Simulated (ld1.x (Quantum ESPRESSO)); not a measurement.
**u(r) = r·R(r): atom against pseudo-atom (Pt (Z = 78))**

Columns: radius, all-electron u(r) and pseudo u(r) of the 5d shell (level -14.33 eV) of platinum in the configuration [Xe] 4f14 5d9 6s0 6p0; PBEsol, scalar-relativistic, TM semilocal scheme, ld1.x (Quantum ESPRESSO) 7.5.

```json
{"r (bohr)": "0.130", "all-electron": "0.2427", "pseudo": "0.0049"}
{"r (bohr)": "0.260", "all-electron": "-0.2517", "pseudo": "0.0370"}
{"r (bohr)": "0.390", "all-electron": "-0.3853", "pseudo": "0.1141"}
{"r (bohr)": "0.520", "all-electron": "-0.1385", "pseudo": "0.2376"}
{"r (bohr)": "0.650", "all-electron": "0.1971", "pseudo": "0.3924"}
{"r (bohr)": "0.780", "all-electron": "0.4806", "pseudo": "0.5522"}
{"r (bohr)": "0.910", "all-electron": "0.6761", "pseudo": "0.6902"}
{"r (bohr)": "1.040", "all-electron": "0.7899", "pseudo": "0.7877"}
{"r (bohr)": "1.170", "all-electron": "0.8412", "pseudo": "0.8390"}
{"r (bohr)": "1.300", "all-electron": "0.8488", "pseudo": "0.8494"}
{"r (bohr)": "1.430", "all-electron": "0.8282", "pseudo": "0.8297"}
{"r (bohr)": "1.560", "all-electron": "0.7904", "pseudo": "0.7914"}
{"r (bohr)": "1.690", "all-electron": "0.7431", "pseudo": "0.7434"}
{"r (bohr)": "1.820", "all-electron": "0.6911", "pseudo": "0.6911"}
{"r (bohr)": "1.950", "all-electron": "0.6377", "pseudo": "0.6377"}
{"r (bohr)": "2.080", "all-electron": "0.5851", "pseudo": "0.5851"}
{"r (bohr)": "2.210", "all-electron": "0.5343", "pseudo": "0.5343"}
{"r (bohr)": "2.340", "all-electron": "0.4862", "pseudo": "0.4862"}
{"r (bohr)": "2.470", "all-electron": "0.4411", "pseudo": "0.4411"}
{"r (bohr)": "2.600", "all-electron": "0.3992", "pseudo": "0.3992"}
{"r (bohr)": "2.730", "all-electron": "0.3605", "pseudo": "0.3605"}
{"r (bohr)": "2.860", "all-electron": "0.3250", "pseudo": "0.3250"}
{"r (bohr)": "2.990", "all-electron": "0.2925", "pseudo": "0.2925"}
{"r (bohr)": "3.120", "all-electron": "0.2629", "pseudo": "0.2629"}
{"r (bohr)": "3.250", "all-electron": "0.2361", "pseudo": "0.2361"}
{"r (bohr)": "3.380", "all-electron": "0.2118", "pseudo": "0.2118"}
```

(1) How many radial nodes do the two functions have?

(2) At about which radius was the pseudo-wave matched?

(3) Is the pseudo-wave norm-conserving?

Answers

(1) The all-electron 5d function has n − l − 1 = 2; the pseudo-wave has 0, since the states of the same l below it are removed with the core.

(2) 2.00 bohr. The columns agree to 0.0005 from 1.69 bohr on; several derivatives are matched, so the curves merge somewhat inside the radius.

(3) Yes: the TM semilocal scheme keeps the norm inside the radius equal to the all-electron one, which fixes the energy derivative of the logarithmic derivative at the level.
